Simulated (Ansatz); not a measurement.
Reaction (formal hydrolysis of a Ge–C bond): `[GeH3][CH2]N1C=C1` + H₂O → `[OH][GeH3]` + `CN1C=C1`

Calculated with Ansatz (gas phase, PBE0-D4/def2-TZVP geometries, no zero-point term in ΔE). CBS: MP2 limit from def2 TZ/QZ plus the TZ coupled-cluster correction, frozen cores. This one scheme is used for every species. Functionals use def2-TZVPP. B3LYP here is the variant with VWN-RPA as its local correlation; programs differ in this. For Ge outer-core shells are correlated without core-valence functions, which leaves a few kJ/mol of doubt a bond. Scalar relativity is left out up to krypton. One conformer a species, not always the lowest.

`[GeH3][CH2]N1C=C1`:

Z-matrix (Å, degrees):
```
Ge
C 1 1.967
H 1 1.541 2 109.5
H 1 1.540 2 110.1 3 119.3
H 1 1.536 2 110.5 3 -120.0
N 2 1.466 1 109.6 3 59.2
H 2 1.100 1 109.5 3 -65.1
H 2 1.094 1 108.2 3 177.5
C 6 1.493 2 113.6 1 -147.1
C 6 1.484 2 113.6 1 -91.4
H 9 1.074 6 138.3 2 -82.2
H 10 1.075 6 138.4 2 81.5
```

H₂O:

Z-matrix (Å, degrees):
```
O
H 1 0.960
H 1 0.960 2 105.1
```

`[OH][GeH3]`:

Z-matrix (Å, degrees):
```
Ge
O 1 1.783
H 1 1.531 2 104.3
H 1 1.541 2 109.9 3 119.6
H 1 1.541 2 109.9 3 -119.6
H 2 0.959 1 112.7 3 180.0
```

`CN1C=C1`:

Cartesian coordinates in Å:
```
C 0.463 -0.372 1.012
N -0.359 0.601 0.296
C 0.022 0.769 -1.132
C -1.008 0.051 -0.924
H 0.872 -1.155 0.356
H -0.140 -0.844 1.792
H 1.292 0.150 1.498
H 0.743 1.313 -1.714
H -1.884 -0.514 -1.184
```

CCSD(T)/CBS gives -7.5 kcal/mol.

Problem. Another level gave -14.7 kcal/mol. Which?
A. HF/def2-TZVPP
B. B2PLYP/def2-TZVPP
C. B3LYP-D4/def2-TZVPP
D. CCSD(T)/def2-TZVPP

Solution. A. HF/def2-TZVPP -14.7, CCSD(T)/def2-TZVPP -8.5, B3LYP-D4 -9.6, B2PLYP -10.8 kcal/mol.

Largest T1 diagnostic among the species: 0.011.

In def2-TZVPP, CCSD(T) changes the Hartree–Fock value by +6.2 kcal/mol (the triples alone add +0.6 kcal/mol) and MP2 by +6.7 kcal/mol. The D4 term adds +2.0 kcal/mol with B3LYP and +1.2 kcal/mol with PBE0; it sums over pairs of atoms, weighted by their polarisabilities, and B3LYP, whose exchange is more repulsive, gets the larger term.
